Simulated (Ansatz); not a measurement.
## Worked example: C3H5FGe + CN → C3H4FGe + HCN

Gas-phase species: C3H5FGe `C#[C][GeH]([CH3])[F]`, singlet; CN, doublet; C3H4FGe `C#[C][Ge]([CH3])[F]`, doublet; HCN `C#N`, singlet. A radical takes H: the energy is the difference in strength between the Ge–H bond broken and the C–H bond made.

Shapes, held fixed at every level: PBE0-D4/def2-TZVP. Programs: Ansatz 0.2.0. The zero-point and thermal change to 298 K, harmonic and unscaled (PBE0-D4/def2-TZVP), is +7.1 kJ/mol.

At B2PLYP/def2-TZVPP; 1 Eh = 2625.50 kJ/mol:

```
species   energy (Eh)
C3H5FGe  -2293.722033
     CN    -92.682078
C3H4FGe  -2293.082606
    HCN    -93.393046
```

Work out ΔH(298 K) of the reaction at this level.


1. Products less reactants: (-2293.082606) + (-93.393046) − [(-2293.722033) + (-92.682078)] = -0.071541 Eh = -187.8 kJ/mol.
2. With the thermal change: -187.8 + (+7.1) = -180.7 kJ/mol.

Other levels give -196.1 (wB97M-V/def2-TZVPP) to -142.3 kJ/mol (HF/def2-SVP). No measured value is set beside it here. Spin contamination: CN (⟨S²⟩ up to 1.11), C3H4FGe (⟨S²⟩ up to 0.79). Open shells run unrestricted. Relativity is left out for Ge. Outer-core shells of Ge are correlated, in sets that cover them unevenly. The median of the other correlated levels is -191.4 kJ/mol.
